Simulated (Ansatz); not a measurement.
Input file for Ansatz (a program for electronic structure): R-SVWN5/def2-TZVPP on H2INSn (SMILES [NH2][Sn][I]), a point of a torsion scan. Elements past Kr take the def2 small-core potentials; no spin–orbit coupling.

Ansatz 0.2 input:
```yaml
crystal:
  periodic: [false, false, false]
  atoms:
    - {symbol: N, position_ang: [-0.91546212, 0.08556689, -0.07771343]}
    - {symbol: Sn, position_ang: [0.82765883, 1.04412828, -0.58348441]}
    - {symbol: I, position_ang: [1.06279015, 2.57265917, 1.65342966]}
    - {symbol: H, position_ang: [-1.17347049, -0.84537586, -0.37386677]}
    - {symbol: H, position_ang: [-1.48391354, 0.28861187, 0.73469569]}
basis:
  gaussian:
    orbitals: def2-TZVPP
hamiltonian:
  xc: {name: SVWN5}
scf: {lower_state_search: off}
```

Q: Predict the final total energy.

A: -566.8812 hartree.
